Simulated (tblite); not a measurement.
C8H10OP (charge -1).
Bonds: C1–C2 (double), C2–C3, C3–P4 (aromatic), P4–C5 (aromatic), C5–C6 (aromatic), C6–O7, O7–C8, C6–C9 (aromatic), C9–C10, C3–C9 (aromatic). Hydrogens: H11, H12 on C1; H13 on C2; H14 on C5; H15, H16, H17 on C8; H18, H19, H20 on C10.
Bond orders are those of one Lewis drawing.

Computed with GFN2-xTB (tblite), gas phase: L-BFGS steps from a force-field or distance-geometry start until the largest atomic force falls under 0.01 eV/Å.

At the end of the run (lengths in Å): P4–C5 1.739, C3–P4 1.769, C6–C9 1.397, C8–H15 1.094, C3–C9 1.403, C2–C3 1.432, C9–C10 1.501, C1–C2–C3 126.4°, P4–C5–C6 112.5°, C5–C6–O7 126.5°, C6–O7–C8 115.5°, C1–C2–C3–P4 1°, C5–C6–O7–C8 2°, H18–C10–C9–C6 0°, H15–C8–O7–C6 179°.

**Question.** These geometries were met on the way; a selection of coordinates is given. Order them by energy above the end point, lowest first.
A. P4–C5 1.824, C3–P4 1.720, C6–C9 1.357, C8–H15 1.132, C3–C9 1.366, C2–C3 1.468, C9–C10 1.515, C1–C2–C3 115.9°, P4–C5–C6 106.0°, C5–C6–O7 121.2°, C6–O7–C8 120.6°, C1–C2–C3–P4 -1°, C5–C6–O7–C8 0°, H18–C10–C9–C6 -27°, H15–C8–O7–C6 157°
B. P4–C5 1.742, C3–P4 1.768, C6–C9 1.398, C8–H15 1.096, C3–C9 1.401, C2–C3 1.438, C9–C10 1.494, C1–C2–C3 123.8°, P4–C5–C6 113.4°, C5–C6–O7 127.7°, C6–O7–C8 117.9°, C1–C2–C3–P4 0°, C5–C6–O7–C8 1°, H18–C10–C9–C6 -27°, H15–C8–O7–C6 158°
C. P4–C5 1.735, C3–P4 1.789, C6–C9 1.393, C8–H15 1.088, C3–C9 1.393, C2–C3 1.445, C9–C10 1.493, C1–C2–C3 121.3°, P4–C5–C6 111.8°, C5–C6–O7 126.5°, C6–O7–C8 118.5°, C1–C2–C3–P4 0°, C5–C6–O7–C8 1°, H18–C10–C9–C6 -27°, H15–C8–O7–C6 158°
D. P4–C5 1.769, C3–P4 1.770, C6–C9 1.420, C8–H15 1.109, C3–C9 1.401, C2–C3 1.425, C9–C10 1.470, C1–C2–C3 119.4°, P4–C5–C6 110.3°, C5–C6–O7 126.0°, C6–O7–C8 118.6°, C1–C2–C3–P4 -1°, C5–C6–O7–C8 1°, H18–C10–C9–C6 -27°, H15–C8–O7–C6 158°
E. P4–C5 1.738, C3–P4 1.770, C6–C9 1.400, C8–H15 1.093, C3–C9 1.403, C2–C3 1.436, C9–C10 1.503, C1–C2–C3 124.9°, P4–C5–C6 112.5°, C5–C6–O7 126.9°, C6–O7–C8 117.1°, C1–C2–C3–P4 0°, C5–C6–O7–C8 -1°, H18–C10–C9–C6 -27°, H15–C8–O7–C6 161°

**Answer.** E (0.056 eV), B (0.096 eV), C (0.175 eV), D (0.338 eV), A (0.687 eV).

| step | E above end (eV) | rms distance from the end, all atoms (Å) | largest force (eV/Å) | rms shift of all bonds from the end (Å) |
| --- | --- | --- | --- | --- |
| 12 | 0.056 | 0.234 | 0.139 | 0.002 |
| 6 | 0.096 | 0.244 | 0.318 | 0.003 |
| 3 | 0.175 | 0.251 | 0.539 | 0.009 |
| 1 | 0.338 | 0.257 | 1.417 | 0.016 |
| 0 | 0.687 | 0.260 | 3.259 | 0.030 |

Rows stand in the order of the answer.
